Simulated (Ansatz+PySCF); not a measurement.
A calculation with PySCF 2.14.0.

```python
from pyscf import gto, scf, cc

mol = gto.M(atom="""
H 0.000000 0.000000 0.000000
Be 0.515660 0.687540 1.488580
""", basis='6-31g', charge=0, spin=3)
mf = scf.UHF(mol)
mf.kernel()
mycc = cc.CCSD(mf, frozen=None).run()
et = mycc.ccsd_t()
print(mf.e_tot, mycc.e_corr, et, mycc.e_tot + et)
```

The script is written out from the run's settings.

The run gave:

```json
{
 "Converged": "yes",
 "Reference energy": "-14.98202 hartree",
 "CCSD correlation energy": "-0.00284 hartree",
 "Triples correction": "0.00000 hartree",
 "Total energy": "-14.98487 hartree",
 "Spin squared of the determinant": "3.750"
}
```

Caution: another spin multiplicity may lie lower.
